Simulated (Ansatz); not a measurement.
Species: PdH, charge 0, multiplicity 2. The spin state was set by rule; other spins were not relaxed. SMILES: [PdH]
Geometry from a B3LYP-D3(BJ)/def2-TZVP (Ansatz, a first-principles code) optimisation:
```xyz
2

Pd     0.0000     0.0000    -0.0328
H      0.0000     0.0000     1.5079
```
Charge 0, spin multiplicity 2.

Quantity: atomisation energy (electronic, to ground-state atoms), in eV. Valence correlation only, unless marked. Open shells are spin-unrestricted. No spin-orbit coupling. Frozen are the shells of the preceding noble gas and the d and f shells that filled before the atom's block. Past Kr the def2 sets carry scalar-relativistic core potentials. The coupled-cluster limit lacks core correlation, which all-electron functionals hold. CBS(X,Y): correlation extrapolated as X^-3; Hartree-Fock from the larger set. The bracket is a focal-point correction in the basis named.

```csv
level,program,atomisation energy (eV),minus last row
PBE-D3(BJ)/def2-TZVPD,Ansatz + dftd3,2.75,0.44
r2SCAN-D4/def2-TZVPD,Ansatz + dftd4,2.90,0.59
PBE0/def2-SVP,Ansatz,2.48,0.17
PBE0-D3(BJ)/def2-TZVPD,Ansatz + dftd3,2.51,0.20
r2SCANh-D4/def2-TZVPD,Ansatz + dftd4,2.80,0.49
r2SCAN0-D4/def2-TZVPD,Ansatz + dftd4,2.65,0.34
wB97X/def2-TZVPD,Ansatz,2.31,0.00
B2PLYP/def2-TZVPD,Ansatz,2.42,0.11
SCS-MP2/def2-SVP,Ansatz,1.95,-0.36
CCSD/def2-QZVPPD,Ansatz,2.35,0.04
CCSD(T)/def2-SVP,Ansatz,2.28,-0.03
CCSDT(Q)/def2-SVP,Ansatz,2.31,0.00
"RI-MP2/CBS(def2-TZVPPD,def2-QZVPPD)+[CCSD(T)-MP2]/def2-QZVPPD",Ansatz,2.29,-0.02
"CCSD(T)/CBS(def2-TZVPP,def2-QZVPP)",Ansatz,2.32,0.01
"CCSD(T)/CBS(def2-TZVPPD,def2-QZVPPD)",Ansatz,2.31,0.00
```

The T1 diagnostic of CCSD in the largest basis is 0.049, which is high, so the coupled-cluster rows are less sure than usual.
